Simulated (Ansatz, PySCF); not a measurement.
C2H6O2Si, SMILES O[SiH]1COC1. Atoms are numbered in the order given.

```xyz
11

O      2.0429     0.0951    -0.2194
Si     0.5226     0.0001     0.4459
C     -0.8161    -1.0537    -0.3755
O     -1.7116     0.0609    -0.2426
C     -0.8383     1.1925    -0.1051
H      2.7965     0.0321     0.3725
H      0.6454    -0.1771     1.9279
H     -0.6251    -1.3069    -1.4369
H     -1.2265    -1.9452     0.1251
H     -1.2649     1.9315     0.5917
H     -0.6547     1.6939    -1.0757
```
Charge 0, spin multiplicity 1.

Geometry: PBE0-D3(BJ)/def2-SVP. This is a generated structure with no PubChem entry under its InChIKey; it may be hypothetical. Other conformers were not sampled.

Two levels are set side by side: PBE-D3(BJ)/def2-SVP (Ansatz, a program for electronic structure) and PBE0-D3(BJ)/def2-SVP (Ansatz). Each level has its own optimised geometry; the coordinates shown are those of the second. Frequencies come from the Hessian of PySCF at each geometry. Differences are taken from unrounded values.

```
quantity                            PBE0-D3(BJ)
----------------------------------  -----------
mean bond length (Å)                      1.381
bond O1–Si2 (Å)                           1.662
bond Si2–C3 (Å)                           1.891
bond Si2–C5 (Å)                           1.891
bond C3–O4 (Å)                            1.436
bond O4–C5 (Å)                            1.436
bond O1–H6 (Å)                            0.960
bond Si2–H7 (Å)                           1.498
bond C3–H8 (Å)                            1.108
bond C3–H9 (Å)                            1.102
bond C5–H10 (Å)                           1.102
bond C5–H11 (Å)                           1.108
highest harmonic wavenumber (cm⁻¹)         3951
mean harmonic wavenumber (cm⁻¹)            1322
zero-point energy (kcal/mol)              51.02
```

Q: What does PBE-D3(BJ) give, and how far is it from PBE0-D3(BJ)? (The exact figures need the calculation; the answer reports its results.)

A: 
```tsv
quantity	PBE-D3(BJ)	PBE-D3(BJ) minus PBE0-D3(BJ)
mean bond length (Å)	1.394	0.013
bond O1–Si2 (Å)	1.681	0.018
bond Si2–C3 (Å)	1.903	0.012
bond Si2–C5 (Å)	1.903	0.012
bond C3–O4 (Å)	1.455	0.019
bond O4–C5 (Å)	1.455	0.019
bond O1–H6 (Å)	0.972	0.011
bond Si2–H7 (Å)	1.510	0.012
bond C3–H8 (Å)	1.118	0.010
bond C3–H9 (Å)	1.110	0.008
bond C5–H10 (Å)	1.110	0.008
bond C5–H11 (Å)	1.118	0.010
highest harmonic wavenumber (cm⁻¹)	3781	-170
mean harmonic wavenumber (cm⁻¹)	1272	-50
zero-point energy (kcal/mol)	49.09	-1.93
```

Exact exchange shortens and stiffens bonds; PBE has none. Differences between two approximate levels are no errors against the true value.
